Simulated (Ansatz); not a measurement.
# Worked example: SiH2(CH3)Br + C5H12 → SiH2(CH3)2 + C4H9Br

Gas-phase species: SiH2(CH3)Br, singlet; C5H12 `CC(C)(C)C`, singlet; SiH2(CH3)2 (dimethylsilane), singlet; C4H9Br (2-bromo-2-methylpropane) `CC(C)(C)Br`, singlet. The partners trade Br for CH3: Si–Br and C–CH3 bonds give way to Si–CH3 and C–Br.

Shapes, held fixed at every level: PBE0-D4/def2-TZVP. Programs: Ansatz 0.2.0. Electronic energies: no zero-point or thermal term.

At CCSD(T)/def2-TZVPP; 1 Eh = 2625.50 kJ/mol:

| species | energy (Eh) |
| --- | --- |
| SiH2(CH3)Br | -2902.854605 |
| C5H12 | -197.402711 |
| SiH2(CH3)2 | -369.945610 |
| C4H9Br | -2730.275173 |

Q: Work out ΔE of the reaction at this level.

A: 
1. Products less reactants: (-369.945610) + (-2730.275173) − [(-2902.854605) + (-197.402711)] = 0.036533 Eh = +95.9 kJ/mol.

Other levels give +93.5 (B3LYP-D4/def2-TZVPP) to +109.0 kJ/mol (CCSD/def2-SVP). No measured value is set beside it here. Relativity is left out for Br. Outer-core shells of Br are correlated, in sets that cover them unevenly.
